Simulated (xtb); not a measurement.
xtb input (GFN2-xTB):

```bash
xtb mol.xyz --gfn 2 --ohess tight --chrg -1 --uhf 0
```
mol.xyz:
```
10

C     -1.78200356     0.06748846    -0.64353893
N     -0.60245619    -0.71476342    -0.29730369
B      0.63731608    -0.10044610     0.26719345
O      1.44148835    -0.77736878     1.10253016
O      0.91763463     1.26809125    -0.16739616
H     -2.28761003     0.64104077     0.19198333
H     -1.56260445     0.79224045    -1.40581799
H     -2.56521733    -0.59908228    -1.06065459
H     -0.85979929    -1.51243734     0.16784371
H      0.24537113     1.55751996    -0.84433397
```

End of the output:

```
   ------------------------------------------------------------------------
    298.15    0.728167E-02    0.792329E-01    0.368239E-01    0.424090E-01
   ------------------------------------------------------------------------

         :::::::::::::::::::::::::::::::::::::::::::::::::::::
         ::                  THERMODYNAMIC                  ::
         :::::::::::::::::::::::::::::::::::::::::::::::::::::
         :: total free energy         -17.206504787757 Eh   ::
         ::.................................................::
         :: total energy              -17.248913827067 Eh   ::
         :: zero point energy           0.071951230125 Eh   ::
         :: G(RRHO) w/o ZPVE           -0.029542190815 Eh   ::
         :: G(RRHO) contrib.            0.042409039310 Eh   ::
         :::::::::::::::::::::::::::::::::::::::::::::::::::::

optimized geometry written to: xtbopt.xyz

           -------------------------------------------------
          | TOTAL ENERGY              -17.248913827067 Eh   |
          | TOTAL ENTHALPY            -17.169680923711 Eh   |
          | TOTAL FREE ENERGY         -17.206504787757 Eh   |
          | GRADIENT NORM               0.000197426052 Eh/α |
          | HOMO-LUMO GAP               7.021793385102 eV   |
           -------------------------------------------------

------------------------------------------------------------------------
------------------------------------------------------------------------
 total:
 SCF:
 ANC optimizer:
 analytical hessian:
```

It need not be the lowest isomer of its formula. Whether it binds its extra electron was not tested at this geometry.
